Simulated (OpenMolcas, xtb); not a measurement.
**CH3Cl2Si (SMILES [CH2][SiH](Cl)Cl): the vertical ionisation energy, rung by rung**

The species is CH3Cl2Si (7 atoms), meant as a doublet with charge 0. As SMILES, `[CH2][SiH](Cl)Cl`. Geometry: relaxed at PBE0-D4/def2-TZVP. This is one conformer, not always the lowest.

```xyz
7

C    -0.6927    0.8926    0.1975
Si    0.4663   -0.4995   -0.0039
Cl    1.5938   -0.2354   -1.6943
Cl   -0.5740   -2.2525   -0.2092
H    -1.4477    1.1272   -0.5455
H    -0.6688    1.5406    1.0675
H     1.3845   -0.6410    1.1420
```

Each level gives the vertical ionisation energy (to the singlet cation) (eV). The values are calculated.

```csv
level,kind,program,value (eV),less CCSD(T)/6-31G*
GFN2-xTB,semi-empirical,xtb,13.67,+4.01
UHF/6-31G* (spherical functions),Hartree–Fock,OpenMolcas,9.58,-0.08
USVWN5/6-31G* (spherical functions),LDA,OpenMolcas,9.56,-0.10
UPBE/6-31G* (spherical functions),GGA,OpenMolcas,9.54,-0.12
U-r2SCAN/6-31G* (spherical functions),meta-GGA,OpenMolcas,9.94,+0.28
UTPSS/6-31G* (spherical functions),meta-GGA,OpenMolcas,9.60,-0.06
UPBE0/6-31G* (spherical functions),global hybrid,OpenMolcas,9.98,+0.32
ROCCSD(T)/6-31G* (spherical functions),coupled cluster or CI,OpenMolcas,9.66,0.00
```

ROCCSD(T)/6-31G* (spherical functions) is the highest level here, not the true value. The values span 9.54 to 13.67 eV. The xTB values lack the empirical shift that such differences need.
